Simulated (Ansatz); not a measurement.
The same path of Cl2F3H4SiTa (11 atoms, charge 0, multiplicity 1) was run twice with different band settings. Lost on the way: Ta1–Cl2, Ta1–H11, Si7–H11. Made: Ta1–Si7, Cl2–H11.

All numbers below come from RKS PBE/def2-SVP (Ansatz 0.2.0).

Relaxed end points:

```xyz
11
Properties=species:S:1:pos:R:3
Ta 0.056 0.228 -0.006
Cl 2.190 1.193 0.003
F 0.553 -0.732 1.544
F 0.041 0.437 -1.885
F -0.921 1.675 0.634
Cl -1.700 -1.320 -0.273
Si 1.330 -2.837 -1.382
H 0.795 -3.785 -0.356
H 0.462 -2.761 -2.597
H 2.755 -3.142 -1.734
H 1.388 -1.447 -0.750
```

```xyz
11
Properties=species:S:1:pos:R:3
Ta -0.564 -0.579 -0.194
Cl 3.310 0.333 -0.627
F -0.976 -1.824 1.170
F 0.268 0.412 -1.606
F 0.038 0.669 1.068
Cl -2.585 -0.772 -1.272
Si 1.092 -2.540 -0.900
H 1.981 -2.878 0.265
H 0.180 -3.713 -1.173
H 1.897 -2.245 -2.132
H 2.309 0.648 -1.401
```

Common settings: movable images 9; climbing image yes; optimiser quadratic models (default); start path through a guess of the saddle point; force threshold 0.03 eV/Å; iteration limit 60; end points relaxed.

| run | spring |
| --- | --- |
| 1 | 5.0 eV/Å² |
| 2 | 0.1 eV/Å² |

Task: What does each run give, and how far can it be trusted?

Result: Run 1: converged after 25 iterations, highest image 1.646 eV above the first end. A vibrational analysis at the climbing image gives one clearly imaginary mode, 360i cm⁻¹: a first-order saddle point.
Run 2: converged after 19 iterations, highest image 1.646 eV above the first end. Another band between the same ends (9 images) ends at a top of the same energy, where a vibrational analysis finds 1 clearly imaginary mode.
The orbitals stay closed-shell, which can raise the energy where a bond breaks towards radicals; this wasn't checked here.
